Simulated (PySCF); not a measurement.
Species: C2H8N2Si2.
Atom-mapped SMILES: `[CH2:1]=[CH:2][N:3]1[SiH2:4][NH:5][SiH2:6]1` (hydrogens: H7, H8 on C1; H9 on C2; H10, H11 on Si4; H12 on N5; H13, H14 on Si6)

Computed with PySCF at PBE0/pcSseg-1 and CAM-B3LYP/def2-SVPD, non-relativistic, on one gas-phase PBE0-D3(BJ)/def2-SVP geometry that isn't relaxed in the solvent. The solvent is an IEF-PCM continuum (Bondi radii, 1.10 Å for H, scaled by 1.2). Specific hydrogen bonds and non-electrostatic terms are outside this model.

Gas phase at PBE0/pcSseg-1: HOMO -6.05 eV, LUMO -0.41 eV, dipole 1.79 D.

**Question.** What does the continuum do to the energy, the frontier levels and the dipole at PBE0/pcSseg-1 in dichloromethane and dimethylsulfoxide?

**Answer.** 
```
          solvent      ε  E(solvent) − E(gas) (kcal/mol)  polarisation term (kcal/mol)  distortion of the solute (kcal/mol)  HOMO (eV)  LUMO (eV)  dipole (D)
  dichloromethane   8.93                           -3.18                         -3.46                                 0.28      -6.13      -0.25        2.23
dimethylsulfoxide  46.83                           -3.77                         -4.16                                 0.39      -6.16      -0.24        2.30
```

Polarisation term: ½ Σ q·V over the induced surface charges. Distortion: the rise of the solute's own energy as its density leaves the gas-phase optimum. From dichloromethane to dimethylsulfoxide the lowering changes by a factor 1.19, Onsager's factor (ε − 1)/(2ε + 1) by 1.15 and ε itself by 5.2.

**Question.** Which radius a makes the point-dipole formula ΔE = −[(ε − 1)/(2ε + 1)]·μ²/a³ give the value in dimethylsulfoxide, with the gas-phase dipole?

**Answer.** μ = 0.706 au and |ΔE| = 0.00601 Eh give a = 1.81 Å; the farthest nucleus lies 3.52 Å from the centroid of the nuclei, so such a sphere wouldn't even hold the nuclei. The formula assumes a rigid point dipole at the centre of a sphere.

**Question.** Which Hirshfeld charges (PBE0/pcSseg-1) respond most in dichloromethane (means over atoms taken as equivalent)?

**Answer.** 
| atoms | environment | gas (e) | solvent (e) | change |
| --- | --- | --- | --- | --- |
| C1 | terminal =CH2 carbon | -0.159 | -0.173 | -0.014 |
| H12 | N–H hydrogen | +0.125 | +0.136 | +0.011 |
| H9 | vinylic hydrogen | +0.047 | +0.054 | +0.007 |
| C2 | vinylic carbon bearing nitrogen | -0.004 | -0.008 | -0.004 |
| N3 | nitrogen bridging silicon atoms | -0.240 | -0.242 | -0.002 |
| N5 | nitrogen bridging silicon atoms | -0.337 | -0.335 | +0.002 |
| Si4/Si6 | SiH2 silicon | +0.411 | +0.412 | +0.001 |
| H7 | vinylic hydrogen | +0.040 | +0.039 | -0.001 |

**Question.** Which Mayer bond orders change most in dichloromethane?

**Answer.** 
```
   bond  length (Å)    gas  solvent  change
  C1–C2       1.341  1.901    1.888  -0.013
 N3–Si4       1.762  0.886    0.874  -0.012
 N5–Si6       1.745  0.961    0.972  +0.011
  C2–N3       1.381  1.026    1.036  +0.010
 N5–H12       1.009  0.929    0.921  -0.008
 Si4–N5       1.742  0.969    0.976  +0.007
 Si6–N3       1.766  0.865    0.860  -0.005
Si4–H10       1.496  0.895    0.898  +0.003
```

**Question.** How do the nuclear quadrupole coupling constants eQVzz/h respond in dichloromethane?

**Answer.** 
```
  nucleus  Q (barn)  gas (MHz)  solvent (MHz)  η gas  η solvent
14N at N3   0.02044      -3.22          -3.13   0.56       0.60
14N at N5   0.02044      -3.85          -3.71   0.35       0.30
```

Gas phase at CAM-B3LYP/def2-SVPD: HOMO -7.36 eV, LUMO 0.37 eV, dipole 1.73 D.

**Question.** What does the continuum do to the energy, the frontier levels and the dipole at CAM-B3LYP/def2-SVPD in dichloromethane?

**Answer.** 
| solvent | ε | E(solvent) − E(gas) (kcal/mol) | polarisation term (kcal/mol) | distortion of the solute (kcal/mol) | HOMO (eV) | LUMO (eV) | dipole (D) |
| --- | --- | --- | --- | --- | --- | --- | --- |
| dichloromethane | 8.93 | -2.83 | -3.13 | 0.30 | -7.41 | 0.57 | 2.21 |

**Question.** How does the static polarisability (CAM-B3LYP/def2-SVPD, frozen core, with the continuum's full static response) change?

**Answer.** 
| medium | isotropic (au) | principal values (au) | ⟨r²⟩ of the electrons (bohr²) |
| --- | --- | --- | --- |
| gas | 89.4 | 70.0, 88.8, 109.4 | 912.3 |
| dichloromethane | 116.2 | 93.6, 113.5, 141.6 | 912.0 |

The isotropic value in dichloromethane is 1.30 times the gas-phase one; no cavity-field correction is applied. ⟨r²⟩ is taken about the centre of nuclear charge.

On Arm Neoverse V1, one thread, shared host, this took 14 s wall and 0.95 GiB of memory at its peak. This is the whole shielding run at PBE0/pcSseg-1 in dimethylsulfoxide, SCF included.

Shape of the structure used: `[CH2:1]=[CH:2][N:3]1[SiH2:4][NH:5][SiH2:6]1`: C1–C2–N3–Si4 180°.
